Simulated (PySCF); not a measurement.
Computed shifts of a molecule C3H7BO2, PBE/pcSseg-1 in PySCF, GIAO, gas phase, equivalent atoms averaged, in ppm (number of nuclei): ¹³C: 68.4 (1), 38.2 (1), 35.4 (1). ¹H: 6.08 (1), 4.62 (1), 2.03 (1), 1.91 (1), 1.68 (1), 1.52 (1), 0.93 (1). References: ¹⁷O against H2O (σ = 334.3 ppm); ¹¹B against BF3 (σ = 83.9 ppm); ¹³C against TMS (σ = 182.0 ppm); ¹H against TMS (σ = 31.49 ppm), references at their B3LYP-D3(BJ)/def2-TZVP geometries, non-relativistic. Geometry: r2SCAN-D4/def2-SVP. Other conformers were not sampled.

### Question
Pick the molecule that these values belong to.
A) C/C=C/B(O)O
B) OB1CC(O)C1
C) C=C(C)B(O)O
D) C=COB(C)O

### Answer
B, OB1CC(O)C1
